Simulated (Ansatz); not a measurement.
Mulliken charges of BH$_{5}$S$_{3}$Si (`[SiH3]B(S)SS`) from r2SCAN/def2-TZVPP in Ansatz (PBE0-D4/def2-TZVP geometry).

```
atom   x (Å)   y (Å)   z (Å)  charge (e)
 Si1  -1.007   0.649  -0.065       0.147
  B2   0.350  -0.792  -0.421       0.102
  S3   0.292  -1.818  -1.890      -0.116
  S4   1.707  -1.157   0.696      -0.030
  S5   1.422   0.147   2.271      -0.117
  H6  -0.363   1.985   0.053      -0.070
  H7  -1.785   0.376   1.172      -0.056
  H8  -1.960   0.697  -1.213      -0.089
  H9  -0.805  -1.264  -2.431       0.113
 H10   2.232   1.127   1.829       0.117
```

**Question.** By hand: the dipole of these point charges (1 e Å = 4.8032 D).

**Answer.** Σ q r = (0.106, 0.010, -0.142) e Å, of length 0.177 e Å = 0.85 D.

**Question.** How does the dipole of the full density compare? (An estimate is asked.)

**Answer.** Computed: (-0.018, 0.196, -0.099) e Å, 1.06 D; the point charges give 0.80 times that, at 69° from its direction.

Point charges leave out the atoms' own dipoles, such as those of lone pairs, and Mulliken's split depends on the basis, so the two needn't agree.
